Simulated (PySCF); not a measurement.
## MgGa⁻: from constants to spectrum

ROHF-CCSD(T) constants of MgGa⁻, ³Σ⁻ (triplet), unpaired electrons π ↑↑ (Mg aug-pcseg-1, Ga aug-pcseg-1; no relativity (PySCF 2.14); masses 23.9850 and 68.9256 u):

```
ωe             : 178.1 cm⁻¹
ωexe           : 1.71 cm⁻¹
Be             : 0.1199 cm⁻¹
αe             : 0.00131 cm⁻¹
De to Mg + Ga⁻ : 0.66 eV
```

**Question.** What force constant and bond length do these constants imply?

**Answer.** Reduced mass μred = 17.793 u; k = 5.8918×10⁻⁷·μred·ωe² (u, cm⁻¹, mdyn/Å) = 0.333 mdyn/Å; Re = √(16.8576/(μred·Be)) (u, cm⁻¹, Å) = 2.811 Å.

**Question.** Estimate the centrifugal constant D from the Kratzer relation and find the Dunham coefficient a1.

**Answer.** D = 4Be³/ωe² = 2.17e-07 cm⁻¹; a1 = −1 − αeωe/(6Be²) = -3.70.

Correlated steps freeze 10 core orbitals. Correlated levels converge slowly with the basis: in double zeta they bind strong bonds too weakly, by up to about 1 eV, and carry superposition errors of some tenths. Spin–orbit coupling is left out. For an ion De counts to the pair picked by the measured ionisation energies or electron affinities, which need not be the lowest pair at this level. The state is the lowest determinant that a PBE0 search found; another state may lie lower at other levels.
